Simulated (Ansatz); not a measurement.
Gas-phase reaction R1 → 2 P1, each structure at its B3LYP-D3(BJ)/def2-TZVP stationary point, reached from a drawn start (curvature not checked).
R1: Cl2 (SMILES ClCl), charge 0, multiplicity 1.
P1: Cl atom, charge 0, multiplicity 2.

P less R. No zero-point or thermal terms; singlets are restricted closed shells; open shells are unrestricted; no spin–orbit coupling.

Frozen-core correlation throughout.

Programs: Ansatz (a quantum-chemistry and plane-wave program). No computed number here is a measurement.

```csv
level,reaction energy (kcal/mol)
PBE/def2-TZVPP,65.53
r2SCAN/def2-TZVPP,59.15
PBE0/def2-TZVPP,59.18
CAM-B3LYP/def2-TZVPP,54.23
wB97X-V/def2-TZVPP,58.10
B2PLYP/def2-TZVPP,54.89
MP2/cc-pV(D+d)Z,46.00
SCS-MP2/cc-pV(D+d)Z,43.90
CCSD(T)/cc-pV(Q+d)Z,…
```

Problem. Complete the blanks.

Solution. 
- CCSD(T)/cc-pV(Q+d)Z, reaction energy (kcal/mol): 56.68
